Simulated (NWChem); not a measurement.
System: AlH2F; SMILES [F][AlH2]

Input file for NWChem:

```
start job
memory heap 200 mb stack 900 mb global 1100 mb
geometry units angstroms noautosym nocenter noautoz
  Al     0.000000     0.000000    -0.576275
  H      0.000000     1.421229    -1.294462
  H      0.000000    -1.421229    -1.294462
  F      0.000000     0.000000     1.104334
end
basis spherical
  Al library 6-31+g*
  H library 6-31+g*
  F library 6-31+g*
end
dft
  xc slater vwn_5
  iterations 150
end
property
  response 1 0.0
end
task dft property
```

Coordinates come from a PBE-D3(BJ)/def2-SVP optimisation.

Static field.

Problem. What results follow from this input? (LDA (Slater exchange, VWN5)/6-31+G* (spherical d).) Quantities: isotropic polarisability (bohr³); anisotropy (bohr³).

Solution. 
```json
{
 "isotropic polarisability (bohr³)": "25.0",
 "anisotropy (bohr³)": "9.1"
}
```
